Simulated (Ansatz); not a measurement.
The same path of BFH₄OSi (8 atoms, charge 0, multiplicity 1) was run twice with different band settings. The coordinate that changes most is the angle B1–O2–Si3.

The calculation used RKS LDA/def2-SVP (Ansatz).

Relaxed end points:

```xyz
8
Properties=species:S:1:pos:R:3
B -0.806 1.338 -0.160
O -0.036 0.467 0.518
Si 0.669 -1.009 0.224
F 0.319 -1.482 -1.279
H -1.152 1.086 -1.307
H -1.132 2.364 0.418
H 2.148 -0.832 0.342
H 0.081 -1.988 1.188
```

```xyz
8
Properties=species:S:1:pos:R:3
B -0.686 1.381 -0.087
O -0.714 0.074 0.237
Si 0.491 -1.077 0.126
F 0.050 -2.114 -1.026
H 0.354 1.881 -0.510
H -1.711 2.026 0.060
H 1.774 -0.419 -0.282
H 0.534 -1.811 1.426
```

Common settings: spring 5.0 eV/Å²; optimiser quadratic models (default); start path through a guess of the saddle point; force threshold 0.05 eV/Å; iteration limit 60; end points relaxed.

| run | movable images | climbing image |
| --- | --- | --- |
| 1 | 5 | yes |
| 2 | 1 | no |

What does each run give, and how far can it be trusted?

Run 1: converged after 31 iterations, highest image 0.057 eV above the first end. The profile has 3 maxima (images 1, 3, 5) with wells between them (images 2, 4): this band takes more than one step, which may be the mechanism or a detour left from its start path. A structure lower than the first end lies on the path between it and the top, so the climb from that side starts below the end, which may itself be a saddle point or a shallow side well. A vibrational analysis at the climbing image gives one clearly imaginary mode, 96i cm⁻¹: a first-order saddle point.
Run 2: converged after 7 iterations, highest image 0.027 eV above the first end. No image climbed, so the highest image needn't sit at the top of the path. So few images can step over the top or miss a turn of the path.
